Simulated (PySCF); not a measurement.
Predicted microwave data (PBE0/pcSseg-1 in PySCF (dipole) on a GFN2-xTB geometry, gas phase) for one isomer of C5H16Si2:

| Quantity | Value |
| --- | --- |
| Rotational constants | A = 3020, B = 757.3, C = 710.6 MHz |
| Dipole components | \|μa\| = 0.12 D, \|μb\| = 0.77 D, \|μc\| = 0.00 D |
| Inertial defect | -123.58 u·Å² |
| κ | -0.96 |

Problem. Which structure is it? (One computed conformer of each.)
A. `[CH3:1][CH2:2][CH2:3][SiH2:4][SiH:5]([CH3:6])[CH3:7]` with C1–C2–C3–Si4 179°, C2–C3–Si4–Si5 -65°, C3–Si4–Si5–C6 -70°
B. `[CH3:1][C:2]([CH3:3])([SiH3:4])[CH2:5][CH2:6][SiH3:7]` with C1–C2–C5–C6 60°, C2–C5–C6–Si7 180°
C. `[CH3:1][SiH2:2][CH2:3][C:4]([CH3:5])([CH3:6])[SiH3:7]` with C1–Si2–C3–C4 176°, Si2–C3–C4–C5 54°

Solution. B. It is CC(C)([SiH3])CC[SiH3], a near-prolate asymmetric top, point group Cs. The candidates at the same level (rigid rotor, commonest isotopes):

```
               SMILES  A (MHz)  B (MHz)  C (MHz)  μa (D)  μb (D)  μc (D)  Δ (u·Å²)  point group                        rotor
CC(C)([SiH3])CC[SiH3]     3020    757.3    710.6    0.12    0.77    0.00   -123.58           Cs  near-prolate asymmetric top
   CCC[SiH2][SiH](C)C     2754    740.7    687.4    0.06    0.46    0.12   -130.63           C1  near-prolate asymmetric top
C[SiH2]CC(C)(C)[SiH3]     2587    928.7    852.8    0.17    0.81    0.40   -146.96           C1  near-prolate asymmetric top
```

`C[SiH2]CC(C)(C)[SiH3]` has B 23 % too high; `CCC[SiH2][SiH](C)C` has A 9 % too low. In the right answer the mirror of this Cs structure is the ab plane, so μc vanishes by symmetry. No structure here is proved a minimum.
